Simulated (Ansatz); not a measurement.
Consider the hydrogenolysis of a Ge–O bond: `[F][GeH]([F])[O][SiH3]` + H₂ → `[F][GeH2][F]` + `O[SiH3]`.

Gas-phase electronic energies from Ansatz, PBE0-D4/def2-TZVP geometries. CCSD(T)/CBS adds triple-zeta CCSD(T) − MP2 to the extrapolated MP2 energy (def2 sets, frozen cores). This one scheme is used for every species. DFT in def2-TZVPP. B3LYP here is the variant with VWN-RPA as its local correlation; programs differ in this. For Ge outer-core shells are correlated without core-valence functions, which leaves a few kJ/mol of doubt a bond. Scalar relativity is left out up to krypton. Each species was taken in one conformer, which may not be the lowest.

```json
{"level": "PBE-D4", "ΔE (kJ/mol)": "35.1", "difference from CCSD(T)/CBS": "-10.2"}
{"level": "r2SCAN-D4", "ΔE (kJ/mol)": "44.9", "difference from CCSD(T)/CBS": "-0.4"}
{"level": "B97M-V", "ΔE (kJ/mol)": "37.8", "difference from CCSD(T)/CBS": "-7.5"}
{"level": "PBE0-D4", "ΔE (kJ/mol)": "35.8", "difference from CCSD(T)/CBS": "-9.5"}
{"level": "ωB97X-V", "ΔE (kJ/mol)": "42.3", "difference from CCSD(T)/CBS": "-3.0"}
{"level": "PBE-QIDH", "ΔE (kJ/mol)": "41.2", "difference from CCSD(T)/CBS": "-4.1"}
{"level": "PBE", "ΔE (kJ/mol)": "28.6", "difference from CCSD(T)/CBS": "-16.7"}
{"level": "PBE0", "ΔE (kJ/mol)": "29.9", "difference from CCSD(T)/CBS": "-15.4"}
{"level": "B3LYP", "ΔE (kJ/mol)": "31.6", "difference from CCSD(T)/CBS": "-13.7"}
{"level": "BHLYP", "ΔE (kJ/mol)": "35.2", "difference from CCSD(T)/CBS": "-10.1"}
{"level": "MP2/def2-SVP", "ΔE (kJ/mol)": "54.5", "difference from CCSD(T)/CBS": "9.2"}
{"level": "CCSD(T)/def2-SVP", "ΔE (kJ/mol)": "48.3", "difference from CCSD(T)/CBS": "3.0"}
{"level": "HF/def2-TZVPP", "ΔE (kJ/mol)": "38.4", "difference from CCSD(T)/CBS": "-6.9"}
{"level": "MP2/def2-TZVPP", "ΔE (kJ/mol)": "51.8", "difference from CCSD(T)/CBS": "6.5"}
{"level": "CCSD/def2-TZVPP", "ΔE (kJ/mol)": "43.9", "difference from CCSD(T)/CBS": "-1.4"}
{"level": "MP2/CBS(def2)", "ΔE (kJ/mol)": "50.0", "difference from CCSD(T)/CBS": "4.7"}
{"level": "CCSD(T)/CBS", "ΔE (kJ/mol)": "45.3", "difference from CCSD(T)/CBS": "0"}
```

Largest T1 diagnostic among the species: 0.012.

From BLYP to BHLYP (50 % exact exchange), in def2-TZVPP and without D4, ΔE moves by +5.4 kJ/mol. Leaving LDA and LC-ωPBE aside and taking each functional with its dispersion term where it has one, the values, not all of them listed here, spread over 10.1 kJ/mol, from PBE-D4 to BHLYP-D4. In def2-TZVPP, CCSD(T) changes the Hartree–Fock value by +8.7 kJ/mol (the triples alone add +3.2 kJ/mol) and MP2 by +13.4 kJ/mol.
